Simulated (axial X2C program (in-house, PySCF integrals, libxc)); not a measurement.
# Potential curves of InF⁻, two-component

Computed with an in-house relativistic program for diatomic molecules. Two-component (2c) means X2C with spin–orbit coupling and atomic mean-field two-electron Coulomb and Gaunt terms. Basis: In dyall-acv3z [12s13p10d5f1g], F dyall-av3z [7s6p3d2f] (cores contracted in-house); Gaussian nuclei, density fitting, unrestricted open shells. Masses: In 114.904 u, F 18.998 u.

State: Ω = 1/2 (⟨Sz⟩ = -0.50, ⟨Lz⟩ = 1.00 at HF). Energies in eV from the fragments at the same level (In + F-). Fits are polynomials in 1 − R0/R over 0.85 to 1.23 times the lowest point R0.

```
 R (Å)     CCSD      MP2       HF  CCSD(T)
1.8018           -1.5192  -1.6465         
1.8846  -2.0017  -1.9418  -1.9989  -1.9846
1.9467  -2.1721  -2.1192  -2.1313  -2.1604
2.0089  -2.2588  -2.2121  -2.1859  -2.2521
2.0710  -2.2846  -2.2434  -2.1851  -2.2821
2.1435  -2.2606  -2.2250  -2.1363  -2.2622
2.2160  -2.1976  -2.1666  -2.0540  -2.2025
2.3092  -2.0819  -2.0550  -1.9200  -2.0900
2.4231           -1.8897  -1.7377         
2.5888           -1.6335  -1.4722
```

Correlated methods: 11 electrons correlated (number of frozen shells: In 4 s, 3 p, 2 d; F 1 s), 289 virtual spin orbitals or spinors in MP2, 90 natural virtuals in coupled cluster.

The state is one determinant whose occupation by symmetry is held fixed; it was picked as the lowest of a PBE0 search that is not exhaustive. De is counted from the lowest determinant-based energies of the atoms at the same level, without counterpoise correction. Coupled cluster ran in a truncated set of natural virtual spinors; the MP2 energy of the rest was added. (T) has no such correction and the atoms are truncated less, which lowers De at CCSD(T) by a hundredth of an eV or more. The highest occupied level is positive at some bond lengths even in Hartree–Fock (under at least one Hamiltonian), so the basis set holds the extra electron there; where that holds at Re the anion is at best weakly bound and its constants depend on the basis. Other states lie close and PBE0, whose exact exchange favours high spin, may order them wrongly; the determinant shown need not be the ground state. The nearest other 2c determinant of the search, Ω = 3/2, lies 0.09 eV up at the distance of the search. With the outer-core shells frozen, correlated bond lengths of heavy atoms tend to come out a few hundredths of an ångström too long. Hartree–Fock gets electron affinities wrong, so its lowest charge split need not be the true one. Coupled cluster ran on the points near the minimum only. MP2 and coupled cluster on one determinant become unreliable at the stretched end.

(1) Fit the CCSD curve near its minimum: give the equilibrium distance, the harmonic wavenumber and the well depth.

(2) Fit the MP2 curve near its minimum: give the equilibrium distance, the harmonic wavenumber and the well depth.

(3) Fit the HF curve near its minimum: give the equilibrium distance, the harmonic wavenumber and the well depth.

(4) Fit the CCSD(T) curve near its minimum: give the equilibrium distance, the harmonic wavenumber and the well depth.

## Answers

(1) At CCSD, 2c: Re = 2.073 Å, ωe ≈ 429 cm⁻¹, De = 2.28 eV to In + F-; Be follows as 0.241 cm⁻¹.

(2) At MP2, 2c: Re = 2.081 Å, ωe ≈ 423 cm⁻¹, De = 2.24 eV to In + F-; Be follows as 0.239 cm⁻¹.

(3) At HF, 2c: Re = 2.038 Å, ωe ≈ 448 cm⁻¹, De = 2.19 eV to In + F-; Be follows as 0.249 cm⁻¹.

(4) At CCSD(T), 2c: Re = 2.079 Å, ωe ≈ 426 cm⁻¹, De = 2.28 eV to In + F-; Be follows as 0.239 cm⁻¹.
